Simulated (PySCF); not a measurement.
An unknown is described by computed data only.

Formula: C3H11NOSi4.

- 13C NMR: chemical shifts (computed TMS as zero) by class: 124.1 (1 C), 64.2 (1 C), 20.6 (1 C) ppm [GIAO PBE0/pcSseg-1]
- Rotational structure: rotational constants A, B, C: 0.962, 0.690, 0.486 GHz [GFN2-xTB]
- NMR, other nuclei: isotropic shieldings of nuclei other than C and H, by class: -109 (1 N), 315 (1 O), 336 (1 Si), 436 (1 Si), 437 (1 Si), 443 (1 Si) ppm [GIAO PBE0/pcSseg-1]
- 1H NMR: chemical shifts (computed TMS as zero) by class: 6.51 (1 H), 4.72 (1 H), 4.45 (1 H), 4.38 (1 H), 4.38 (1 H), 4.18 (1 H), 4.06 (1 H), 3.82 (1 H), 1.41 (3 H) ppm [GIAO PBE0/pcSseg-1]
- Dipole: 3.36 D [PBE0/pcSseg-1]

Electronic properties: PySCF, gas phase, density fitting. Levels stand in brackets. Isolated species at its GFN2-xTB geometry (one conformer only). NMR classes are plain means over equivalent atoms (diastereotopic ones count apart unless rotation or inversion swaps them), as if these changed places fast.

Problem. Give a SMILES that accounts for the data.

Solution. Numbering: `[CH3:1][CH2:2][O:3][Si@@H:4]1[SiH2:5][SiH2:6][Si@@H:7]1[C:8]#[N:9]`. Its formula, C3H11NOSi4, gives 3 degrees of unsaturation: 1 ring and 2 π bonds in the structure found. 3 carbons fall into 3 classes; from least to most shielded: cyano carbon [C8] (124.1 ppm), chain sp3 carbon bound to oxygen [C2] (64.2 ppm), methyl carbon [C1] (20.6 ppm). Hydrogen classes from least to most shielded: 1 H on an oxygen-bound silicon, Si4 (6.51 ppm), 1 H on an SiH silicon, Si7 (4.72 ppm), 1 H on an SiH2 silicon, Si6 (4.45 ppm), 1 H on an sp3 carbon bound to oxygen, C2 (4.38 ppm), 1 H on an SiH2 silicon, Si5 (4.38 ppm), 1 H on an SiH2 silicon, Si6 (4.18 ppm), 1 H on an SiH2 silicon, Si5 (4.06 ppm), 1 H on an sp3 carbon bound to oxygen, C2 (3.82 ppm), 3 H on a methyl carbon, C1 (1.41 ppm, a mean of values up to 0.6 ppm apart in this geometry). The other shieldings belong to: -109 ppm, cyano nitrogen [N9]; 315 ppm, silyl ether oxygen [O3]; 336 ppm, oxygen-bound silicon [Si4]; 436 ppm, SiH silicon [Si7]; 437 ppm, SiH2 silicon [Si5]; 443 ppm, SiH2 silicon [Si6]. The optimised geometry has point group C1 and is an asymmetric top. Structure: `CCO[Si@@H]1[SiH2][SiH2][Si@@H]1C#N`. Computed isomers that give other values at the same levels: `CCO[Si]1(C#N)[SiH2][SiH2][SiH2]1` (1H chemical shifts (computed TMS as zero) by class: 4.41 (2 H), 4.25 (2 H), 4.03 (1 H), 4.01 (1 H), 3.88 (2 H), 1.37 (3 H) ppm); `C#C[C@@H]1[SiH2]N[Si@H](O[SiH3])[SiH2]1` (13C chemical shifts (computed TMS as zero) by class: 86.5 (1 C), 71.6 (1 C), -1.0 (1 C) ppm); `C#C[C@@H]1[SiH2]N[Si@@H](O[SiH3])[SiH2]1` (13C chemical shifts (computed TMS as zero) by class: 90.0 (1 C), 72.1 (1 C), -1.6 (1 C) ppm). The assignments are read from this structure; whether some other isomer fits the data as well wasn't checked. The mirror image fits equally.

Conformer computed: `[CH3:1][CH2:2][O:3][Si@@H:4]1[SiH2:5][SiH2:6][Si@@H:7]1[C:8]#[N:9]`: C1–C2–O3–Si4 -167°, C2–O3–Si4–Si5 162°.
